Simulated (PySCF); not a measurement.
PySCF input (BP86/6-31G* (5d)):

```python
from pyscf import gto, dft

mol = gto.M(
    atom='''
    C     1.76495300   -0.52704400   -0.61874300
    O     0.47741300   -0.82792800   -0.31279300
    B    -0.43253100    0.09357200    0.13690400
    O    -0.02789500    1.39295500    0.31667100
    O    -1.69005000   -0.39492300    0.36924800
    H     2.38187300   -1.37128500   -0.87708900
    H     2.14537900    0.45868800   -0.40013800
    H    -0.69508700    2.00523400    0.63405700
    H    -2.33498100    0.24093100    0.68609400
    ''',
    basis='6-31g*',
    charge=0,
    spin=1,
    verbose=4,
)

mf = dft.UKS(mol, xc='bp86')
mf.grids.level = 3
mf.conv_tol = 1e-9
mf.max_cycle = 100
mf.max_memory = 1500
mf.kernel()
if not mf.converged:
    mf = mf.newton()
    mf.kernel(mf.make_rdm1())
mo, _, stable, _ = mf.stability(return_status=True)
if not stable:
    mf.kernel(mf.make_rdm1(mo, mf.mo_occ))
    stable = mf.stability(return_status=True)[2]
mf.dip_moment()
```

From the output:

```
  HOMO = -0.0372234480089  LUMO = 0.0108296264971  gap/eV = 1.30759
cycle= 2 E= -290.350423369081  delta_E= 0.509  |g|= 1.38  |ddm|= 1.49
  alpha nocc = 20  HOMO = -0.104957378152804  LUMO = 0.01452216329147
  beta  nocc = 19  HOMO = -0.272501319044688  LUMO = -0.0388198878970796
  HOMO = -0.104957378153  LUMO = -0.0388198878971  gap/eV = 1.79969
cycle= 3 E= -291.079641013332  delta_E= -0.729  |g|= 0.133  |ddm|= 1.04
  alpha nocc = 20  HOMO = -0.126213261549589  LUMO = 0.0168508739256805
  beta  nocc = 19  HOMO = -0.272576047109804  LUMO = -0.057047445356615
  HOMO = -0.12621326155  LUMO = -0.0570474453566  gap/eV = 1.88210
cycle= 4 E= -291.085889056359  delta_E= -0.00625  |g|= 0.0642  |ddm|= 0.127
  alpha nocc = 20  HOMO = -0.1294366478868  LUMO = 0.0197339635002636
  beta  nocc = 19  HOMO = -0.271897839089085  LUMO = -0.0572811462127105
  HOMO = -0.129436647887  LUMO = -0.0572811462127  gap/eV = 1.96345
cycle= 5 E= -291.087249524171  delta_E= -0.00136  |g|= 0.0223  |ddm|= 0.0509
  alpha nocc = 20  HOMO = -0.124984466812573  LUMO = 0.0188869884834388
  beta  nocc = 19  HOMO = -0.272702308736826  LUMO = -0.0522880179484506
  HOMO = -0.124984466813  LUMO = -0.0522880179485  gap/eV = 1.97817
cycle= 6 E= -291.087468349975  delta_E= -0.000219  |g|= 0.00439  |ddm|= 0.0218
  alpha nocc = 20  HOMO = -0.125779969500508  LUMO = 0.0187582593903506
  beta  nocc = 19  HOMO = -0.272560557424272  LUMO = -0.0526612927724188
  HOMO = -0.125779969501  LUMO = -0.0526612927724  gap/eV = 1.98966
cycle= 7 E= -291.087477064694  delta_E= -8.71e-06  |g|= 0.00129  |ddm|= 0.00462
  alpha nocc = 20  HOMO = -0.12580122278928  LUMO = 0.0186666711517804
  beta  nocc = 19  HOMO = -0.272792406018026  LUMO = -0.0525224671257978
  HOMO = -0.125801222789  LUMO = -0.0525224671258  gap/eV = 1.99402
cycle= 8 E= -291.087477934113  delta_E= -8.69e-07  |g|= 0.000433  |ddm|= 0.00159
  alpha nocc = 20  HOMO = -0.125854437301132  LUMO = 0.0187030407059674
  beta  nocc = 19  HOMO = -0.2727363211595  LUMO = -0.0524987194057092
  HOMO = -0.125854437301  LUMO = -0.0524987194057  gap/eV = 1.99611
cycle= 9 E= -291.087478038734  delta_E= -1.05e-07  |g|= 8.77e-05  |ddm|= 0.000523
  alpha nocc = 20  HOMO = -0.125855316597807  LUMO = 0.0187025350093388
  beta  nocc = 19  HOMO = -0.272739615354569  LUMO = -0.0524904247559195
  HOMO = -0.125855316598  LUMO = -0.0524904247559  gap/eV = 1.99636
cycle= 10 E= -291.087478041018  delta_E= -2.28e-09  |g|= 6.96e-05  |ddm|= 0.000114
  alpha nocc = 20  HOMO = -0.125856362556661  LUMO = 0.0187039669872431
  beta  nocc = 19  HOMO = -0.272734685474797  LUMO = -0.0524906909725207
  HOMO = -0.125856362557  LUMO = -0.0524906909725  gap/eV = 1.99638
cycle= 11 E= -291.087478042745  delta_E= -1.73e-09  |g|= 1.88e-05  |ddm|= 5.52e-05
  alpha nocc = 20  HOMO = -0.125854983581974  LUMO = 0.018705266902308
  beta  nocc = 19  HOMO = -0.272733732954363  LUMO = -0.0524898692963078
  HOMO = -0.125854983582  LUMO = -0.0524898692963  gap/eV = 1.99637
cycle= 12 E= -291.087478042886  delta_E= -1.41e-10  |g|= 4.43e-06  |ddm|= 1.61e-05
  alpha nocc = 20  HOMO = -0.125855370713556  LUMO = 0.0187048522526543
  beta  nocc = 19  HOMO = -0.272734879386894  LUMO = -0.0524905013511336
  HOMO = -0.125855370714  LUMO = -0.0524905013511  gap/eV = 1.99636
Extra cycle  E= -291.087478042878  delta_E= 7.96e-12  |g|= 6.61e-06  |ddm|= 7.32e-06
converged SCF energy = -291.087478042878  <S^2> = 0.75262106  2S+1 = 2.0026193
uhf_internal: lowest eigs of H = [0.53566159 0.54699932 0.55934259]
<class 'pyscf.dft.uks.UKS'> wavefunction is stable in the internal stability analysis
Dipole moment(X, Y, Z, Debye): -1.60045,  2.57772,  1.17450
```

The geometry given is a B3LYP-D3(BJ)/def2-TZVP minimum.
